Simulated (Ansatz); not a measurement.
Stepwise reaction of `[Br][InH][Br]` with ammonia, as a gas-phase model of exchange steps in deposition or etching. ΔE in kJ/mol; ΔG adds harmonic PBE0-D4 terms to CCSD(T)/CBS, at 1 bar.

Computed with Ansatz on PBE0-D4/def2-TZVP structures; ΔE is electronic, products minus reactants. CBS: MP2 limit from def2 TZ/QZ plus the TZ coupled-cluster correction, frozen cores. This one scheme is used for every species. DFT in def2-TZVPP. B3LYP here is the variant with VWN-RPA as its local correlation; programs differ in this. Elements past krypton have def2 core potentials. For Br, In outer-core shells are correlated without core-valence functions, which leaves a few kJ/mol of doubt a bond. Scalar relativity is left out up to krypton. Each species was taken in one conformer, which may not be the lowest.

```
step                                        reaction  PBE-D4  B3LYP-D4  ωB97M-V  CCSD(T)/CBS  ΔG(400 K)
   1  `[Br][InH][Br]` + NH₃ → `[NH2][InH][Br]` + HBr   118.8     122.6    121.0        120.0      107.6
```

Give the row of step 2, `[NH2][InH][Br]` + NH₃ → `[NH2][InH][NH2]` + HBr. (Best estimate.)

The calculation gave: 
```csv
step,reaction,PBE-D4,B3LYP-D4,ωB97M-V,CCSD(T)/CBS,ΔG(400 K)
2,`[NH2][InH][Br]` + NH₃ → `[NH2][InH][NH2]` + HBr,135.5,139.2,138.6,136.0,127.9
```

By hand: ΔE of the 2 steps together at CCSD(T)/CBS.

(120.0) + (136.0) = 256.0 kJ/mol, or 128.0 kJ/mol a step.

In ΔE each step is higher than the one before. All are uphill at CCSD(T)/CBS. ΔG lies between 107.6 and 127.9 kJ/mol a step. PBE-D4 differs from CCSD(T)/CBS by -1.2 to -0.5 kJ/mol a step. Isolated molecules leave out the surface, adducts and barriers. Largest T1 diagnostic: 0.015.
